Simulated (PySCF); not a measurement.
Computed properties of Te(Et)(SH) (C2H6STe), SMILES [Te](CC)S

Te(Et)(SH) (C2H6STe), SMILES CC[Te]S. Geometry optimised at B3LYP-D3(BJ)/def2-SVP. This is a generated structure with no PubChem entry under its InChIKey; it may be hypothetical. The def2 effective core potentials stand for the cores of Te; spin–orbit coupling is left out. Other conformers were not sampled. All values are computed for the isolated molecule unless a solvent is named; none is compared with measurement here.

**Structure.** All 24 harmonic modes at B3LYP-D3(BJ)/def2-SVP (PySCF) are real, so it is a minimum. With heavy atoms numbered as in [Te:1]([CH2:2][CH3:3])[SH:9], the shortest bond between them is C2–C3 at 1.518 Å and the longest Te1–S9 at 2.442 Å.

**Vibrations.** The strongest infrared lines (harmonic, unscaled, degenerate partners summed) lie at 1211 cm⁻¹ (53 km/mol, H 73 %, C 27 %), 3021 cm⁻¹ (31 km/mol, H 97 %), 297 cm⁻¹ (12 km/mol, H 86 %, C 9 %). The softest mode is at 68 cm⁻¹ and the zero-point energy is 46.6 kcal/mol.

**Electronic structure.** PBE0/def2-TZVP (PySCF) places the frontier levels at -6.24 and -1.68 eV, a gap of 4.56 eV, and gives a dipole moment of 1.91 D and a mean polarisability of 83.6 bohr³. PBE/def2-TZVP (PySCF) at the same geometry gives -5.18 and -2.50 eV, so its gap is 1.88 eV narrower. An orbital gap is neither the optical nor the fundamental gap.

**Excitations.** TDDFT-M06-2X/def2-SVPD (PySCF) has S1 at 3.04 eV (407 nm, f = 0.001, dark); the most intense of the 10 singlets computed lies at 6.18 eV (f = 0.08). T1 (TDA) is at 2.50 eV. TDDFT-PBE/def2-SVPD (PySCF) puts S1 at 2.84 eV.
